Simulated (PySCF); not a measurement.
# Radial density of Mg⁺ (magnesium, charge +1)

B2PLYP, [Ne] 3p1, 2P determinant (an excited configuration). Computed with PySCF 2.14 in aug-cc-pVDZ (5s4p2d, 27 functions), with the non-relativistic Hamiltonian (point nucleus).

```
r (bohr)  4πr²ρ (e/bohr)  4πr²(ρα − ρβ)
 0.00208         0.05636         0.0000
 0.00350          0.1547         0.0000
 0.00589          0.4121         0.0000
 0.00990           1.060         0.0000
  0.0167           2.551         0.0000
  0.0280           5.509         0.0000
  0.0471           9.902         0.0003
  0.0793           13.22         0.0017
   0.133           11.28         0.0076
   0.224           7.426         0.0240
   0.377           9.828         0.0421
   0.634           10.09         0.0242
    1.07           3.528         0.0040
    1.79          0.4365         0.1574
    3.02          0.3487         0.3464
    5.08          0.1003         0.1003
    8.54        0.004070         0.0041
    14.4       1.425e-05         0.0000
```
